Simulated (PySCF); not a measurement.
Structure and specific rotation at 589.3 nm (origin-invariant length gauge)

The calculation used TDDFT CAM-B3LYP/def2-SVPD circular dichroism and optical rotation, one conformer, gas phase (PySCF 2.14.0). Geometry: GFN2-xTB.

Each molecule in one low-energy conformer. The parent is FC[C@@H]1C[C@@H](F)O1.

The molecule is flexible and this is one conformer; a measurement averages over conformers.

(1) How does the specific rotation at 589.3 nm (origin-invariant length gauge) change along this series?
- FC[C@@H]1C[C@@H](F)O1 (base)
- FC[C@@H]1C[C@H](F)O1 (diastereomer)

## Answers

(1) 
| molecule | [α]589 (deg dm⁻¹ (g/mL)⁻¹) | S1 (eV) | R(S1), velocity form (10⁻⁴⁰ esu² cm²) |
| --- | --- | --- | --- |
| FC[C@@H]1C[C@@H](F)O1 | -74.6 | 8.07 | -30.8 |
| FC[C@@H]1C[C@H](F)O1 | -37.2 | 8.06 | +8.6 |

The specific rotation at 589.3 nm (origin-invariant length gauge) is lowest for FC[C@@H]1C[C@@H](F)O1 and highest for FC[C@@H]1C[C@H](F)O1.
